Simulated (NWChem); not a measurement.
System: CH₇NSi; SMILES C[SiH2]N

Here is an NWChem input.

```
start job
memory heap 200 mb stack 900 mb global 1100 mb
geometry units angstroms noautosym nocenter noautoz
  Si    -0.475948     0.066107     0.000000
  C      0.449887    -1.583578     0.000000
  N      0.478052     1.522607     0.000000
  H     -1.331693     0.120972     1.218600
  H     -1.331693     0.120972    -1.218600
  H      1.086897    -1.691274    -0.886133
  H      1.086897    -1.691274     0.886133
  H     -0.262413    -2.419104     0.000000
  H      0.999992     1.774176    -0.831409
  H      0.999992     1.774176     0.831409
end
basis spherical
  Si library def2-tzvp
  C library def2-tzvp
  N library def2-tzvp
  H library def2-tzvp
end
dft
  xc xpbe96 cpbe96
  iterations 150
end
tddft
  cis
  ecut -13.0
  nroots 6
  notriplet
end
task tddft energy
```

Structure relaxed at the B3LYP/6-31G* (spherical d) level.

Core excitations by TDA in a window of 1s orbitals, non-relativistic and unshifted: absolute energies depend strongly on the exact-exchange share.

**Question.** Give the results of this calculation. (PBE/def2-TZVP, restricted-window TDA.) Quantities: first 1s excitation (eV); dipole oscillator strength of the first; first state with f > 0.002 (eV); dipole oscillator strength of that state.

**Answer.** 
```json
{
  "first 1s excitation (eV)": "380.0",
  "dipole_oscillator_strength_of_the_first": "0.0025",
  "first state with f > 0.002 (eV)": "380.0",
  "dipole_oscillator_strength_of_that_state": "0.0025"
}
```
